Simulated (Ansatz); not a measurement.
## Which isomer of FGaH2P gives these data?

These gas-phase data were calculated for one isomer of FGaH2P at B3LYP/6-31G* (harmonic, unscaled wavenumbers; equilibrium rotational constants with average atomic masses):

| Item | Value |
| --- | --- |
| rotational constants | 13.86, 2.712, 2.307 GHz |
| all wavenumbers above 1500 cm⁻¹ | 2404, 2378 |
| dipole moment | 2.58 D (PBE0/def2-TZVPD) |

Candidates:

(1) `[F][GaH][PH]`, a doublet
(2) `[F][Ga][PH2]`, a doublet

**Question.** Which candidate do the data belong to?

**Answer.** Candidate (2). No mode falls between 1700 and 2150 cm⁻¹, where the Ga–H stretch of (1) would stand.

The same quantities for all candidates:

```tsv
	rotational constants (GHz)	wavenumbers above 1500 cm⁻¹	dipole (D)	E above the lowest, B3LYP/6-31G* (kcal/mol)
(1)	14.51, 2.989, 2.479	2376, 1934	1.78	11.3
(2)	13.86, 2.712, 2.307	2404, 2378	2.58	0.0
```

Each candidate is one conformer. Open shells are spin-unrestricted. Programs: Ansatz 0.2.0.
